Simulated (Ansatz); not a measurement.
Pulling on the Ge1–H2 bond in GeHI (SMILES [GeH][I]) (multiplicity 1 held, fragments rigid). Energies count from the point at 1.601 Å.
Geometry at that point (charge 0, multiplicity 1):
```xyz
3

Ge    -0.9106    -0.7551     1.0568
H     -1.9308    -1.2404    -0.0782
I      0.5862     0.4793    -0.6366
```

Restricted levels (R-, RO-) in cc, def2 and unpolarised 6-31G sets keep to the state of the molecule at rest. Active spaces are followed from a long bond inwards. Curves can end on different states.

Cores are frozen in the correlated methods. Filled d and f shells under p-block atoms count as core.

Codes used: Ansatz (Gaussian orbitals). Values without a source in brackets are computed. In def2 rows elements past Kr take small-core potentials, without spin–orbit coupling.

**Question.** Give the energy at R = 5.125 Å at the level R-MP2/def2-SVP.

**Answer.** 90.4 kcal/mol

**Question.** What energy at R = 5.125 Å does FIC-MRCISD+Q on CASSCF(2,2)/def2-SVP give?

**Answer.** 65.8 kcal/mol

Doubts at one or more of the structures used: a restricted determinant that unrestricted orbitals would lower (R-MP2/def2-SVP).

Ansatz is a first-principles code.
